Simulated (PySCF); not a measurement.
## Running PySCF for Ne²⁺

File input.py (PySCF 2.14):

```python
from pyscf import gto, scf, cc

mol = gto.M(
    atom='Ne 0 0 0',
    basis='6-31g',
    charge=2,
    spin=2,
    verbose=3,
)
mf = scf.UHF(mol)
mf.kernel()
mycc = cc.CCSD(mf, frozen=1)
mycc.kernel()
e = mycc.eeccsd(nroots=3)[0]
print('roots (eV) =', (e*27.211386).round(3))
mf.dip_moment()
print('orbital energies (hartree):', [e[max(0, n-3):n+3].round(4) for e, n in zip(mf.mo_energy, mol.nelec)])
```

```bash
$ OMP_NUM_THREADS=1 python input.py
```

The log (some set-up lines and the per-cycle HOMO/LUMO lines with their warnings removed):

```
converged SCF energy = -126.298008579329  <S^2> = 2.0020378  2S+1 = 3.0013582
E(UCCSD) = -126.3372619005638  E_corr = -0.03925332123483221
roots (eV) = [0.001 0.001 0.347]

WARN: System has nonzero charge 2; the dipole moment is origin-dependent.
Location of origin: [0. 0. 0.]

Dipole moment(X, Y, Z, Debye):  0.00000,  0.00000,  0.00000
orbital energies (hartree): [array([-2.6211, -2.6211, -2.4899,  0.3987,  0.3987,  0.462 ]), array([-34.5801,  -3.1755,  -2.3467,  -1.3651,  -1.3651,   0.5031])]
```

In short: E(SCF) = -126.298009 Eh, E(CCSD) − E(SCF) = -0.03925 Eh, ⟨S²⟩ = 2.002, excitation roots 0.001, 0.001, 0.347 eV.

It ran on Arm Neoverse V2 (1 thread, shared host) in 0.71 s, peak memory 0.11 GiB.

Spin-unrestricted EOM-EE roots include spin flips and other components of the reference, which can be negative or near zero. No search for the lowest solution was made.
